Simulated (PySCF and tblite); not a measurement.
Results of a calculation; reference values are marked as such.
System: C3H12AsBSi, numbered as in [CH3:1][B:2]([CH3:3])[As:4]([CH3:5])[SiH3:6].

Motion: pyramidal inversion at As4. GFN2-xTB gives an electronic barrier of 15.7 kcal/mol.

Spin–orbit effects of heavy atoms on shieldings are missing.

BP86/pcSseg-1 + D3(BJ) on GFN2-xTB geometries gives 9.4 kcal/mol and k(298 K) = 6.1×10⁵ s⁻¹.

Q: What does PBE0/6-311G** + D3(BJ) give on GFN2-xTB geometries?

A: A barrier of 9.8 kcal/mol, 0.4 above the first DFT barrier (from unrounded values) and, with GFN2-xTB thermal terms, ΔG‡(298 K) = 9.9 kcal/mol and k = 3.3×10⁵ s⁻¹ (1 equivalent path).

Programs: tblite and PySCF.
